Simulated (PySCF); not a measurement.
# Electron correlation in V²⁺ (vanadium, charge +2)

[Ar] 3d2 4s1, high-spin 4F determinant (an excited configuration). Computed with PySCF 2.14 in ANO-RCC-VTZP (6s5p3d2f1g, 59 functions), with scalar relativity by spin-free X2C-1e. Frozen: [Ne]; 11 electrons correlated.

```tsv
level	correlation energy (mhartree)
CCSD	-322.45
(T)	-6.41
CCSD(T)	-328.86
```

Diagnostics: T1 = 0.0055, D1 = 0.0194, largest double amplitude 0.028.

Q: Is a single reference adequate?

A: Yes: T1 lies below 0.03 and no double amplitude reaches 0.07.
